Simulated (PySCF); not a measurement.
trichloroethylene (C₂HCl₃), SMILES ClC=C(Cl)Cl. Geometry optimised at PBE0-D3(BJ)/def2-SVP.

These are PBE0-D3(BJ)/def2-SVP (PySCF) values and carry that method's errors.

Harmonic wavenumbers (cm⁻¹): 170, 208, 280, 395, 475, 651, 801, 878, 962, 1247, 1683, 3252. Rotational constants (GHz): 3.886, 1.508, 1.086; symmetry number 1.

Problem. Work out the zero-point energy and the ideal-gas rigid-rotor harmonic-oscillator thermochemistry at 298.15 K and 1 atm.

Solution. ZPE = ½ Σ hcν = ½ × 11001 cm⁻¹ = 15.73 kcal/mol. H − E(el) = 19.66 kcal/mol. Entropy in cal/(mol K): translation 40.53, rotation 28.31, vibration 8.61, total 77.46. G − E(el) = -3.43 kcal/mol. Cp = 18.90 cal/(mol K).
